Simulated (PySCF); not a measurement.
Be(Me)(NMe2) (C3H9BeN), SMILES [CH3][Be][N](C)C. Atoms are numbered in the order given.

```xyz
14

Be     0.6184     0.5625    -0.5091
C      1.6840     1.5390    -1.3772
H      2.7204     1.1564    -1.3545
H      1.7224     2.5632    -0.9617
H      1.4000     1.6423    -2.4396
N     -0.3378    -0.3094     0.2754
C     -1.2069     0.1903     1.3219
C     -0.4825    -1.7351     0.0593
H     -2.2766     0.0157     1.0887
H     -1.0020    -0.2968     2.2965
H     -1.0734     1.2760     1.4619
H     -0.2415    -2.3176     0.9712
H     -1.5164    -2.0050    -0.2363
H      0.1906    -2.0838    -0.7417
```
Charge 0, spin multiplicity 1.

Geometry: ωB97X-D3(BJ)/def2-SVP. The structure was generated by enumeration; whether it is a known compound was not checked. The values are those of a single conformer.

Two levels are set side by side: PBE/pcSseg-1 (PySCF) and KT2/pcSseg-1 (PySCF). GIAO shifts against NH3 (¹⁵N), TMS (¹H), TMS (¹³C) at the same level; non-relativistic, no solvent, atoms listed together averaged. Differences are taken from unrounded values.

```tsv
quantity	KT2
δ(¹³C) of C2 (ppm)	-17.4
δ(¹⁵N) of N6 (ppm)	69.9
δ(¹³C) of C7, C8 (ppm)	42.9
```

Task: What does PBE give, and how far is it from KT2? (The exact figures need the calculation; the answer reports its results.)

Result: 
```json
[
 {"quantity": "δ(¹³C) of C2 (ppm)", "PBE": "-18.3", "PBE minus KT2": "-0.9"},
 {"quantity": "δ(¹⁵N) of N6 (ppm)", "PBE": "74.4", "PBE minus KT2": "4.5"},
 {"quantity": "δ(¹³C) of C7, C8 (ppm)", "PBE": "43.3", "PBE minus KT2": "0.4"}
]
```

Rough cost on one machine, each run with all the roots and properties that it gave: KT2 against PBE within a factor of 2.
